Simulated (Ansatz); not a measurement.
`CB[SiH](C)N` → `CBN` + `C[SiH]` at 700 K and 1 bar (silylene formation by 1,1-elimination).

Calculated with Ansatz (gas phase, PBE0-D4/def2-TZVP geometries, no zero-point term in ΔE). CCSD(T)/CBS adds triple-zeta CCSD(T) − MP2 to the extrapolated MP2 energy (def2 sets, frozen cores). This one scheme is used for every species. Each species was taken in one conformer, which may not be the lowest.

```
      species  CCSD(T)/CBS energy (Eh)  H − E (kJ/mol)  S (J/(mol·K))
`CB[SiH](C)N`               -450.72341           418.7          545.9
        `CBN`               -121.21267           256.5          356.6
     `C[SiH]`               -329.46712           152.0          322.2
```

H − E and S are ideal-gas, rigid-rotor, harmonic terms from PBE0-D4/def2-TZVP, for one conformer and one mirror image of each species. 1 Eh = 2625.50 kJ/mol, R = 8.31446 J/(mol·K).

Problem. By hand: ΔE, ΔH, ΔS and ΔG.

Solution. ΔE = (-121.21267) + (-329.46712) − (-450.72341) = 0.04362 Eh = 114.5 kJ/mol. Δ(H − E) = 256.5 + 152.0 − 418.7 = -10.2, so ΔH = 104.3 kJ/mol. ΔS = 356.6 + 322.2 − 545.9 = 132.9 J/(mol·K). ΔG = 104.3 − 700 × (132.9)/1000 = 11.3 kJ/mol.

Problem. By hand: the equilibrium constant, and the temperature at which ΔG would vanish if ΔH and ΔS stayed fixed.

Solution. log₁₀ K = −ΔG/(RT ln 10) = -0.8. ΔG = 0 at ΔH/ΔS = 785 K.

The number of gas molecules changes by +1, which sets the sign of ΔS. A doubt of 5 kJ/mol in ΔE shifts log₁₀ K by 0.4 here. Other conformers and mirror images would add mixing entropy, several J/(mol·K) or more a flexible species. Modes under 60 cm⁻¹, often nearly free rotors, make the harmonic entropy too high. These are equilibria of isolated gas molecules and say nothing of rates. Largest T1 diagnostic: 0.012 (customary marks: 0.02 for closed shells, 0.045 for open ones).
